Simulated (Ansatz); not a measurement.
Reaction (redistribution): `C[SiH2][O][ZnH]` + `[SiH3]C1=C[SiH2]1` → `C[SiH2]C1=C[SiH2]1` + `[SiH3][O][ZnH]`

Isolated molecules relaxed with PBE0-D4/def2-TZVP in Ansatz; ΔE leaves out vibrations. CBS: MP2 limit from def2 TZ/QZ plus the TZ coupled-cluster correction, frozen cores. Functionals use def2-TZVPP. B3LYP here is the variant with VWN-RPA as its local correlation; programs differ in this. For Zn outer-core shells are correlated without core-valence functions, which leaves a few kJ/mol of doubt a bond. Scalar relativity is left out up to krypton. Each species was taken in one conformer, which may not be the lowest.

```
             level  ΔE (kJ/mol)  difference from CCSD(T)/CBS
         r2SCAN-D4          4.8                          1.2
          B3LYP-D4          3.9                          0.3
           ωB97M-V          4.1                          0.5
            B2PLYP          4.3                          0.7
               PBE          5.7                          2.1
            r2SCAN          5.2                          1.6
             B3LYP          5.0                          1.4
     HF/def2-TZVPP          2.7                         -0.9
    MP2/def2-TZVPP          2.7                         -0.9
SCS-MP2/def2-TZVPP          2.6                         -1.0
   CCSD/def2-TZVPP          3.5                         -0.1
     HF/def2-QZVPP          2.6                         -1.0
    MP2/def2-QZVPP          2.7                         -0.9
SCS-MP2/def2-QZVPP          2.6                         -1.0
      HF/CBS(def2)          2.6                         -1.0
    CCSD/CBS(def2)          3.5                         -0.1
       CCSD(T)/CBS          3.6                            0
```

Largest T1 diagnostic among the species: 0.016.
